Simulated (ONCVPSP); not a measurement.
# What one change does to a pseudopotential (O, ONCV)

* Element: O (Z = 8)
* Generator: ONCVPSP 4.0.1
* Type: optimised norm-conserving Vanderbilt (ONCV)
* Functional: PBEsol
* Relativity: scalar-relativistic
* Frozen core: [He]
* Valence charge: 6
* Reference configuration: 2s2 2p3.75 (charge +0.25)
* Partial waves: 2s: rc 0.60 bohr, ncon 5, nbas 9, qcut 10.1 1/bohr, 2 projectors, debl 0.4 Ha; 2p: rc 1.80 bohr, ncon 3, nbas 7, qcut 9.7 1/bohr, 2 projectors, debl 1.2 Ha; d scattering state at 0.42 Ha: rc 1.90 bohr, ncon 3, nbas 7, qcut 5.1 1/bohr, 1 projector
* Local potential: polynomial inside 0.40 bohr (lpopt 1, dvloc0 0 Ha)
* Core correction: none

In the s channel the program set the typed energies aside and used -1.007, 0.250 Ha.

Change: s: rc 0.8.

Cutoffs: the cutoffs (Ha) at which the residual kinetic energy of the hardest occupied pseudo-wave falls to 1 and 0.1 mHa per electron; they do not see the model core or the augmentation charge, which bear on the density cutoff. Errors are all-electron minus pseudo energies relative to the spin-unpolarised reference configuration.

Task: How do hardness, ghosts and transferability respond?

Result: The potential gets softer (549 Ha and 645 Ha → 43 Ha and 55 Ha); the bound ghost in s disappears; the errors of the 4 common tests hardly move. A larger radius leaves more room for a smooth pseudo-wave, so fewer plane waves are needed.

| quantity | base | changed |
| --- | --- | --- |
| cutoff, loose | 549 Ha | 43 Ha |
| cutoff, tight | 645 Ha | 55 Ha |
| loose cutoff by channel | s 549 Ha, p 26 Ha | s 43 Ha, p 26 Ha |
| bound ghosts | s | none |
| GHOST(+) flags under 300 eV | d at 23.5 eV | d at 23.5 eV |
| error for 2s2 2p4, meV [ΔE -2.67 eV] | +1.6 | +1.6 |
| error for 2s2 2p3, meV [ΔE 13.68 eV] | +29 | +29 |
| error for 2s2 2p2, meV [ΔE 47.16 eV] | +291 | +288 |
| error for 2s2 2p3.5, meV [ΔE 3.58 eV] | +2.0 | +2.0 |
| p: phases at 1.82 bohr within 0.05 rad from the reference energy up to (Ha; the scan ends near 5) | 5.0 | 5.0 |
| d: phases at 1.92 bohr within 0.05 rad from the reference energy up to (Ha; the scan ends near 5) | 3.3 | 3.3 |

 A true bound ghost makes a file unfit for plane-wave use even where its test errors are small: the radial tests pick states by their node count and pass the ghost by.
